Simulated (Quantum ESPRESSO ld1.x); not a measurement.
Tc40+, 3 electrons, occupied as [He] 2s1. Method: scalar-relativistic Kohn-Sham, LDA (Slater exchange, Perdew-Zunger correlation), spin-polarised, spherical densities, point nucleus; open shells are filled with parallel spins first; computed with ld1.x of Quantum ESPRESSO 7.5.

Normalised radial functions P(r) = r R(r), r in bohr:

```
   r/bohr * 1s down, o 2s down (the largest magnitude, 4.85, reaches the edge; | marks zero, & curves that meet)
 0.001285                             | o *
 0.001557                             | o  *
 0.001886                             | o   *
 0.002267                             |  o   *
 0.002747                             |  o     *
 0.003329                             |   o     *
 0.004033                             |   o       *
 0.004887                             |    o       *
 0.005874                             |    o         *
 0.007117                             |     o          *
 0.008624                             |      o            *
  0.01045                             |      o              *
  0.01266                             |       o               *
  0.01522                             |       o                *
  0.01844                             |       o                  *
  0.02234                             |       o                  *
  0.02707                             |      o                  *
   0.0328                             |    o                   *
  0.03943                             | o                   *
  0.04778                            o|                  *
  0.05789                        o    |              *
  0.07014                    o        |          *
  0.08499                o            |      *
    0.103              o              |   *
   0.1238             o               | *
     0.15              o              |*
   0.1817                 o           *
   0.2202                     o       *
   0.2668                        o    *
   0.3207                           o *
   0.3886                            o*
   0.4709                             &
```

1s down: eigenvalue -24491 eV, 0 radial nodes, <r> = 0.0341 bohr, 90 % of the charge inside 0.0610 bohr. 2s down (empty): eigenvalue -5879.9 eV, 1 radial node at r = 0.0449 bohr, <r> = 0.139 bohr, 90 % of the charge inside 0.213 bohr.
